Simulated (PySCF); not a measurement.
## Correlation energy of Ca (calcium, neutral)

[Ar] 4s2, closed-shell 1S. Computed with PySCF 2.14 in pcseg-2 (6s4p3d, 33 functions), with the non-relativistic Hamiltonian (point nucleus). Frozen: [Ar]; 2 electrons correlated.

Total MP2 correlation energy: -18.34 mhartree.

Same-spin part 0.00 and opposite-spin part -18.34 mhartree; SCS-MP2 scales them by 1/3 and 6/5 to -22.01 mhartree.

With two correlated electrons CCSD is exact within the correlated space (frozen core and kept virtual orbitals).

```csv
level,correlation energy (mhartree)
CCSD,-27.76
```

Diagnostics: T1 = 0.0091, D1 = 0.0129, largest double amplitude 0.162.

Q: Is a single reference adequate?

A: Not fully. A double-excitation amplitude exceeds 0.15, a sign of near-degeneracy.
